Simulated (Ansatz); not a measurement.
`[SiH3]C1(Br)O[SiH2]1`, relaxed with RKS PBE-D4/def2-SVP in Ansatz 0.2.0 from a rough embedded geometry. The force threshold is 0.03 eV/Å; the program also tests the step.

Total charge 0; spin multiplicity 1.

Start:

```xyz
10

Si    0.173    1.077    1.022
C    -0.639   -0.295    0.153
Br   -2.531   -0.224    0.021
O    -0.047   -1.654    0.177
Si    0.282   -0.951   -1.293
H     1.670    0.919    1.124
H     0.021    2.338    0.177
H    -0.372    1.349    2.313
H     1.809   -0.764   -1.390
H    -0.366   -1.794   -2.303
```

```
        step  energy (eV)  largest force (eV/Å)  largest move (Å)
           1  -88927.6774                 2.269             0.000
           2  -88928.1240                 1.075             0.162
           3  -88928.1915                 0.566             0.109
           4  -88928.2150                 0.268             0.137
           5  -88928.2252                 0.167             0.069
           6  -88928.2278                 0.074             0.037
7 (rejected)  -88928.2262                 0.147             0.029
           8  -88928.2284                 0.013             0.014
```

End:

```xyz
10

Si    0.177    1.217    1.060
C    -0.497   -0.214    0.008
Br   -2.484   -0.074   -0.139
O    -0.037   -1.530    0.340
Si    0.362   -1.180   -1.312
H     1.678    1.099    1.082
H    -0.220    2.519    0.428
H    -0.366    1.119    2.457
H     1.827   -1.056   -1.581
H    -0.440   -1.899   -2.342
```

It took 14 s on 4 threads of an Arm Neoverse V2 on a shared host, with 0.18 GiB of host memory at the peak.
